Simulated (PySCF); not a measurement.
Compound: C6H7BN2.
Structure used (PBE0-D3(BJ)/def2-SVP), in Å, numbered top down from 1:
```
atom  x, y, z in Å
B1     2.532   -0.397    0.258
N2     0.933   -0.392    0.322
C3     0.292   -1.567    0.245
C4    -1.089   -1.670    0.279
C5    -1.851   -0.509    0.403
C6    -1.193    0.710    0.484
C7     0.205    0.734    0.440
C8     0.864    2.007    0.518
N9     1.217    3.108    0.587
H10    2.908    0.739    0.472
H11    2.885   -1.202    1.111
H12    2.803   -0.792   -0.871
H13    0.945   -2.436    0.154
H14   -1.555   -2.654    0.211
H15   -2.941   -0.553    0.436
H16   -1.735    1.651    0.581
```

Linear response at CAM-B3LYP/def2-SVPD (PySCF, frozen core in the response, non-relativistic). Isolated species at its PBE0-D3(BJ)/def2-SVP geometry, gas phase.

Static isotropic polarisability: 100.43 au (14.88 Å³), principal values 61.0, 112.5, 127.8 au.

(1) What is the polarisability at 1064 nm and at the sodium D line?

(2) What is the isotropic C6 coefficient between two such molecules, C6 = (3/π)∫α(iω)² dω?

(3) Which effective excitation energy ω̄ makes London's formula C6 = (3/4)α²ω̄ exact here?

(4) What n − 1 at the D line would an ideal gas of it have at 273.15 K and 1 atm (2.6868 × 10¹⁹ cm⁻³), by n − 1 = 2π·N·α′?

(5) How many electrons N does the Slater–Kirkwood formula C6 = (3/4)·√N·α^(3/2) need to give this C6?

(6) The lowest 10 singlets have (eV, f): 4.48, 0.094; 4.53, 0.024; 4.93, 0.027; 5.50, 0.215; 5.52, 0.011; 6.07, 0.003; 6.09, 0.154; 6.57, 0.003; 7.08, 0.003; 7.11, 0.059. What share of the static polarisability do they carry in the sum over states α = Σ f/ω²?

Answers

(1) 101.94 au at 1064 nm (+1.5 %), 105.81 au at 589.3 nm (+5.4 %). The rise at 589.3 nm is 3.56 times that at 1064 nm; a pure ω² law gives 3.26. The lowest singlet lies at 277 nm, shorter than both wavelengths.

(2) 3596 au (Eh·bohr⁶) by a ten-point quadrature over imaginary frequencies, which is 2150 eV·Å⁶ or 207 J·nm⁶/mol.

(3) ω̄ = 4·C6/(3α²) = 0.475 Eh = 12.9 eV. A one-pole form α(ω) = α/(1 − ω²/ω̄²) fitted to the 1064 nm value gives 9.6 eV. London's choice of the ionisation energy (9.90 eV, ΔSCF at the same level) gives C6 = 2750 au, 23 % too low.

(4) 26.47 × 10⁻⁴, a formal value whether or not that pressure can be reached.

(5) N = (4·C6/3)²/α³ = 22.7; the species has 62 electrons in all.

(6) 14.79 au, 14.7 % of α; the largest term, 5.26 au, is that of the state at 5.50 eV. Their oscillator strengths add up to 0.59. Higher states carry the rest.
